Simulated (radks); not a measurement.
The copper ion Cu10+, configuration [Ar] 3d1.

Method: scalar-relativistic Kohn-Sham, PBE, spin-polarised, spherical densities, finite nucleus; open shells are filled with parallel spins first; Fermi nuclear charge, rms radius 3.8823 fm; computed with a radial shooting solver on a logarithmic mesh with Libxc functionals.

Energy parts (eV):
part                       energy
total                  -43982.923
kinetic                 44667.651
electron-nucleus      -100482.500
Hartree                 13428.765
exchange-correlation    -1596.839

Orbitals (lengths in bohr, moments of r in powers of bohr):
orbital  occ.  eigenvalue (eV)       <r^4>
1s up       1        -9128.346  0.00003444
1s down     1        -9128.346  0.00003443
2s up       1        -1347.126    0.007292
2s down     1        -1345.908    0.007271
2p up       3        -1201.409    0.005431
2p down     3        -1200.494    0.005410
3s up       1        -362.5097      0.3418
3s down     1        -360.4933      0.3442
3p up       3        -317.8758      0.3748
3p down     3        -315.8593      0.3784
3d up       1        -248.2262      0.3815
3d down     0        -246.0284      0.3881
4s up       0        -154.0450       6.446
4s down     0        -153.2926       6.501
4p up       0        -138.7783       7.766
4p down     0        -138.0453       7.845
4d up       0        -115.7891       10.26
4d down     0        -115.0635       10.41

The highest occupied level is 3d up at -248.23 eV. The density falls to 0.001 e/bohr^3 at r = 1.75 bohr. Spin moment in Bohr magnetons: 1. Summed over all electrons, <r^2> = 4.792 bohr^2, which gives a Langevin (diamagnetic) susceptibility term of -3.8 x 10^-6 cm^3/mol. For comparison, the ionisation energy in NIST's Atomic Spectra Database is 265.3 eV (measured). In exact Kohn-Sham theory the highest level is minus the ionisation energy, but local and semilocal functionals leave it too shallow, through self-interaction and a potential that decays too fast; potentials with the right tail come closer. The spin density at the nucleus is -0.448 e/bohr^3 (1s -0.027, 2s -1.443, 3s 1.022).
